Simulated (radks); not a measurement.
Q: The mean radii <r> (bohr) of the occupied orbitals of an atom or ion are listed with their occupations. Calculated with a radial shooting solver on a logarithmic mesh with Libxc functionals: scalar-relativistic Kohn-Sham, PBEsol, spin-polarised, spherical densities, point nucleus.

| orbital | occ. | <r> |
|---|---|---|
| 1s down | 1 | 0.06360 |
| 1s up | 1 | 0.06360 |
| 2s up | 1 | 0.2936 |
| 2s down | 1 | 0.2931 |
| 2p up | 3 | 0.2603 |
| 2p down | 3 | 0.2597 |
| 3s up | 1 | 0.8982 |
| 3s down | 1 | 0.9000 |
| 3p up | 3 | 0.9560 |
| 3p down | 3 | 0.9598 |
| 3d up | 4 | 1.208 |

Name the element and its charge. Open shells, if any, are filled with parallel spins first.

A: Z = 24, chromium, charge +2: Cr2+ in [Ar] 3d4. The 1s radius gives Z: for a bare nucleus <r> = (2 gamma + 1)/(2Z) with gamma = sqrt(1 - (Z/c)^2), 0.06186 bohr for Z = 24, and screening makes it slightly larger (0.06360 here). The occupations add up to 22, and the charge is Z minus that.
